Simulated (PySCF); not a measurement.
A made-up structure of CH$_{3}$BZn, closed shell:

```tsv
atom	x (Å)	y (Å)	z (Å)
C1	-0.9739	0.0260	-1.0493
B2	-0.0300	0.0033	-0.0355
Zn3	1.3519	-0.0323	1.4495
H4	0.3876	0.9979	0.3633
H5	-1.3560	0.9501	-1.4768
H6	2.4039	-0.0592	2.5797
```

It is relaxed with PBE-D4/def2-SVP and then PBE0-D4/def2-TZVP (PySCF 2.14 with density fitting (its default auxiliary sets; JK sets also for MP2 and CCSD(T))). Atoms count as bonded within 1.22 times the sum of their covalent radii (H–H: 0.88 Å). The end point is not checked to be a true minimum.

(1) Does its bonding change? (Judge from chemistry; the calculation decides.)

## Answers

(1) The calculation gives: Yes. Formed: C1–H4; broken: B2–H4, Zn3–H4.

Where it ends: The first stage lowers the energy by 2.65 eV in 36 steps. It ends as CH₃BZn ([CH2][B][ZnH]):
```
6
angstrom
C -0.3322 1.2332 -0.5904
B 0.2798 0.3425 0.2764
Zn 1.1769 -0.9614 1.5462
H 0.0673 2.2240 -0.7943
H -1.2514 0.9990 -1.1225
H 1.8569 -1.9551 2.5130
```

Labels in which every atom is bracketed show which atoms are joined, not bond orders.

For scale, one of the runs: PBE0-D4/def2-TZVP relaxation, 128 basis functions, launched by `OMP_NUM_THREADS=2 python run.py`. The run took 34 s on 2 CPU threads of an Intel Xeon (shared host), with 1.3 GiB of host memory at its peak.
